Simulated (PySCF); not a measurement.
Compound: C7H8FO (doublet state).
Geometry (GFN2-xTB, Å), atoms numbered from 1 in this order:
```
atom  x, y, z in Å
O1     2.8458    0.5558   -0.3526
C2     1.9037   -0.4812   -0.4145
C3     0.5044   -0.0797   -0.0470
C4     0.1327    1.2119    0.1778
C5    -1.1699    1.5527    0.5587
C6    -2.1320    0.5468    0.7383
C7    -1.8354   -0.7582    0.5208
C8    -0.4865   -1.1932    0.0704
F9     0.0089   -2.1790    0.9562
H10    2.8854    0.8842    0.5527
H11    2.2087   -1.3276    0.2227
H12    1.9227   -0.8337   -1.4536
H13    0.8681    1.9945    0.0551
H14   -1.4245    2.5846    0.7366
H15   -3.1247    0.8219    1.0627
H16   -2.5575   -1.5418    0.6860
H17   -0.5568   -1.7461   -0.8869
```

The hyperfine couplings belong to this conformer and change with its torsions.

Identity: `OCC1=CC=C[CH][C@@H]1F` [radical].

Theory: UKS B3LYP, pcH-1 on C F H O, non-relativistic, mean-field spin-orbit, GIAO (PySCF). Isolated species at its GFN2-xTB geometry (one conformer only). The geometry wasn't refined by DFT: couplings that depend on bond lengths, twists or pyramidal angles can differ widely from those at the functional's own minimum. No stability test was run, so a lower SCF solution isn't excluded. ⟨S²⟩ is 0.784 where a pure state has 0.75.

(1) What are g_iso and the isotropic 19F coupling of F9?

(2) Take this nucleus alone (I = 1/2, g_N = 5.2577) with S = 1/2. Where do its 2 lines fall at 9.615 GHz to first order, to second order and exactly?

(3) What g and a would be read from the two outer exact lines by first-order rules?

(4) What levels remain at zero field?

Answers

(1) g_iso = 2.00219 and a = +296.02 MHz, or +10.563 mT (Mulliken spin population +0.04).

(2) B0 = hν/(g μB) = 343.109 mT and a/B0 = 0.0308. B(1) = B0 − a·mI, B(2) = B(1) − a²[I(I+1) − mI²]/(2B0); the exact values solve the Breit–Rabi equation, nuclear Zeeman term included.

| mI | first order (mT) | second order (mT) | exact (mT) | exact − first order |
| --- | --- | --- | --- | --- |
| −1/2 | 348.390 | 348.309 | 348.310 | -0.080 |
| +1/2 | 337.827 | 337.746 | 337.745 | -0.082 |

(3) Their midpoint, 343.027 mT, gives an apparent g of 2.00267 (true 2.00219), and their distance over 2I an apparent |a| of 10.566 mT (true 10.563).

(4) F = I ± 1/2 = 1 and 0, at a·I/2 = +74.0 MHz and −a(I+1)/2 = -222.0 MHz, that is |a|(I + 1/2) = 296.0 MHz apart; F = 0 lies lower.

Other couplings of abundant isotopes, left aside here: 1 × 1H 113 MHz, 1 × 1H 47 MHz, 1 × 1H 39 MHz, 1 × 1H 35 MHz, 1 × 1H 27 MHz, 1 × 1H 10 MHz, 1 × 1H 9 MHz.

Time: 1.9 min (with the writing of density and orbital grids); peak memory 0.98 GiB. Hardware: one thread, Arm Neoverse V1 (aarch64), no GPU, shared host with 64 logical CPUs at a one-minute load of 49.

The SMILES draws the unpaired electron on C7; the largest computed Mulliken spin population is on C5 (0.55 against 0.42).
